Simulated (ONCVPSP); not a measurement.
# silicon: one change to an ONCV potential, before and after

* Element: Si (Z = 14)
* Generator: ONCVPSP 4.0.1
* Type: optimised norm-conserving Vanderbilt (ONCV)
* Functional: PBE
* Relativity: scalar-relativistic
* Frozen core: [He]
* Valence charge: 12
* Reference configuration: 2s2 2p6 3s2 3p1 (charge +1)
* Partial waves: 2s+3s: rc 1.10 bohr, ncon 3, nbas 8, qcut 12.3 1/bohr, 2 projectors; 2p+3p: rc 0.75 bohr, ncon 5, nbas 9, qcut 18.6 1/bohr, 2 projectors
* Local potential: polynomial inside 0.55 bohr (lpopt 3, dvloc0 0 Ha)
* Core correction: none

All-electron outer shells of the reference configuration (PBE, scalar-relativistic, ld1.x):

| shell | level (eV) | outermost node (bohr) | outermost maximum (bohr) |
| --- | --- | --- | --- |
| 1s | -1795.62 | – | 0.07 |
| 2s | -149.00 | 0.15 | 0.45 |
| 2p | -105.08 | – | 0.39 |
| 3s | -19.03 | 0.72 | 1.75 |
| 3p | -11.66 | 0.71 | 2.04 |

Change: p: qcut 14.8.

Cutoffs: the cutoffs (Ha) at which the residual kinetic energy of the hardest occupied pseudo-wave falls to 1 and 0.1 mHa per electron; they do not see the model core or the augmentation charge, which bear on the density cutoff. Errors are all-electron minus pseudo energies relative to the spin-unpolarised reference configuration.

Problem. What does the change do?

Solution. The potential gets harder (144 Ha and 163 Ha → 236 Ha and 446 Ha); the errors of the 4 common tests hardly move; neither file shows a bound ghost.

```tsv
quantity	base	changed
cutoff, loose	144 Ha	236 Ha
cutoff, tight	163 Ha	446 Ha
loose cutoff by channel	s 35 Ha, p 144 Ha	s 35 Ha, p 236 Ha
bound ghosts	none	none
GHOST(+) flags under 300 eV	none	none
error for 2s2 2p6 3s2 3p2, meV [ΔE -7.74 eV]	+0.2	+0.3
error for 2s2 2p6 3s2 3p0, meV [ΔE 15.99 eV]	+0.6	+0.8
error for 2s2 2p6 3s1 3p0, meV [ΔE 49.96 eV]	-1.7	-1.5
error for 2s2 2p6 3s1 3p3, meV [ΔE -0.93 eV]	+1.0	+1.1
s: phases at 1.12 bohr within 0.05 rad from the reference energy up to (Ha; the scan ends near 5)	to the end of the scan	to the end of the scan
p: phases at 0.76 bohr within 0.05 rad from the reference energy up to (Ha; the scan ends near 5)	to the end of the scan	to the end of the scan
```
